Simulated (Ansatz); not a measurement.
Consider the substitution at a C–C bond: `FCCCS` + `CBN` → `CBNCF` + `CCS`.

Computed with Ansatz on PBE0-D4/def2-TZVP structures; ΔE is electronic, products minus reactants. CCSD(T)/CBS is the MP2 limit (def2-TZVPP, def2-QZVPP) plus CCSD(T) − MP2 in def2-TZVPP, frozen cores. DFT in def2-TZVPP. B3LYP here is the variant with VWN-RPA as its local correlation; programs differ in this. Each species was taken in one conformer, which may not be the lowest.

```json
{"level": "PBE-D4", "ΔE (kJ/mol)": "7.6", "difference from CCSD(T)/CBS": "-4.2"}
{"level": "r2SCAN-D4", "ΔE (kJ/mol)": "8.7", "difference from CCSD(T)/CBS": "-3.1"}
{"level": "PBE0-D4", "ΔE (kJ/mol)": "8.7", "difference from CCSD(T)/CBS": "-3.1"}
{"level": "B3LYP-D4", "ΔE (kJ/mol)": "7.7", "difference from CCSD(T)/CBS": "-4.1"}
{"level": "ωB97X-V", "ΔE (kJ/mol)": "9.2", "difference from CCSD(T)/CBS": "-2.6"}
{"level": "ωB97M-V", "ΔE (kJ/mol)": "10.8", "difference from CCSD(T)/CBS": "-1.0"}
{"level": "B2PLYP", "ΔE (kJ/mol)": "7.1", "difference from CCSD(T)/CBS": "-4.7"}
{"level": "PBE", "ΔE (kJ/mol)": "5.6", "difference from CCSD(T)/CBS": "-6.2"}
{"level": "r2SCAN", "ΔE (kJ/mol)": "8.2", "difference from CCSD(T)/CBS": "-3.6"}
{"level": "PBE0", "ΔE (kJ/mol)": "7.0", "difference from CCSD(T)/CBS": "-4.8"}
{"level": "B3LYP", "ΔE (kJ/mol)": "4.6", "difference from CCSD(T)/CBS": "-7.2"}
{"level": "HF/def2-TZVPP", "ΔE (kJ/mol)": "3.8", "difference from CCSD(T)/CBS": "-8.0"}
{"level": "MP2/def2-TZVPP", "ΔE (kJ/mol)": "11.3", "difference from CCSD(T)/CBS": "-0.5"}
{"level": "SCS-MP2/def2-TZVPP", "ΔE (kJ/mol)": "9.5", "difference from CCSD(T)/CBS": "-2.3"}
{"level": "CCSD/def2-TZVPP", "ΔE (kJ/mol)": "9.8", "difference from CCSD(T)/CBS": "-2.0"}
{"level": "CCSD(T)/def2-TZVPP", "ΔE (kJ/mol)": "10.1", "difference from CCSD(T)/CBS": "-1.7"}
{"level": "HF/def2-QZVPP", "ΔE (kJ/mol)": "3.4", "difference from CCSD(T)/CBS": "-8.4"}
{"level": "MP2/def2-QZVPP", "ΔE (kJ/mol)": "12.1", "difference from CCSD(T)/CBS": "0.3"}
{"level": "SCS-MP2/def2-QZVPP", "ΔE (kJ/mol)": "10.4", "difference from CCSD(T)/CBS": "-1.4"}
{"level": "HF/CBS(def2)", "ΔE (kJ/mol)": "3.4", "difference from CCSD(T)/CBS": "-8.4"}
{"level": "MP2/CBS(def2)", "ΔE (kJ/mol)": "13.0", "difference from CCSD(T)/CBS": "1.2"}
{"level": "CCSD/CBS(def2)", "ΔE (kJ/mol)": "11.6", "difference from CCSD(T)/CBS": "-0.2"}
{"level": "CCSD(T)/CBS", "ΔE (kJ/mol)": "11.8", "difference from CCSD(T)/CBS": "0"}
```

Largest T1 diagnostic among the species: 0.012.

In def2-TZVPP, CCSD(T) changes the Hartree–Fock value by +6.3 kJ/mol (the triples alone add +0.2 kJ/mol) and MP2 by +7.5 kJ/mol. The D4 term adds +3.1 kJ/mol with B3LYP and +1.7 kJ/mol with PBE0; it sums over pairs of atoms, weighted by their polarisabilities, and B3LYP, whose exchange is more repulsive, gets the larger term.
